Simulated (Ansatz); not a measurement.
System: MgBr (charge 0, doublet). 
Structure (B3LYP-D3(BJ)/def2-TZVP (Ansatz, a first-principles code) minimum search):
```xyz
2

Mg     0.0000     0.0000    -1.7741
Br     0.0000     0.0000     0.6083
```
Charge 0, spin multiplicity 2.

Basis-set convergence of Hartree-Fock and CCSD correlation energies (hartree) with Ansatz. Valence correlation only, unless marked. UHF or UKS for open shells. Spin-orbit coupling is left out. The frozen core is the preceding noble-gas configuration, with the filled d and f shells of earlier blocks. Non-relativistic.

```tsv
basis	functions	E(HF)	E(corr, CCSD)
def2-SVPD	62	-2771.71215	-0.14925
def2-TZVPPD	92	-2772.09689	-0.19141
def2-QZVPPD	161	-2772.15447	-0.21091
```

Extrapolating the two largest sets (X = 3 and 4) as X^-3: E(corr) = (64·(-0.21091) - 27·(-0.19141))/37 = -0.2251 Eh, an estimate of the basis-set limit. The largest set recovers 93.7 % of it, the smallest 66.3 %.
